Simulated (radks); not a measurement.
Numerical settings for neutral oxygen, [He] 2s2 2p4. All-electron calculation, scalar-relativistic Kohn-Sham, PBEsol, spin-unpolarised, spherical densities, point nucleus. Program: a radial shooting solver on a logarithmic mesh with Libxc functionals. The defaults (mesh step 0.008 in ln r, mesh end at 40 bohr or more with all orbitals vanishing there, Anderson mixing 0.5 over 9 steps, residual threshold near 1e-9 with the energy settled to 1e-9 hartree or 1e-11 of itself, here a cap of 93 iterations) give E = -74.7489 hartree and 2p at -8.974 eV in 14 iterations. Run on one thread of a shared host, so times are rough (Intel(R) Xeon(R) Platinum 8488C): 0.07 s of CPU time, 0.07 s wall, 14 iterations on 2496 mesh points. Changes against that run (0 stands for a change within the tolerance of the run):

setting                    iterations  converged  E (mhartree)  e(2p) (meV)  CPU (s)
mesh step in ln r 0.003            14        yes             0            0     0.15
mesh step in ln r 0.08             14        yes      +0.00132            0     0.01
mesh step in ln r 0.03             14        yes             0            0     0.02
mesh end (bohr) 5                  14        yes         +6.68         +372     0.04
mesh end (bohr) 20                 14        yes             0            0     0.04
residual threshold 1e-16           93         no             0            0     0.18
residual threshold 1e-05           10        yes             0      +0.0618     0.04
mixing 0.05                        20        yes             0            0     0.07
linear mixing, mixing 0.2          87        yes             0            0     0.21
linear mixing, mixing 1            93         no      +2.1e+03    -8.86e+04     0.58
mixing history 2                   20        yes             0            0     0.06
iteration cap 8                     8         no             0       +0.128     0.03

Settings that end as converged yet miss the energy by more than 1 mhartree: mesh end (bohr) 5 (+0.00668 hartree). A mesh that ends early acts as a hard wall.
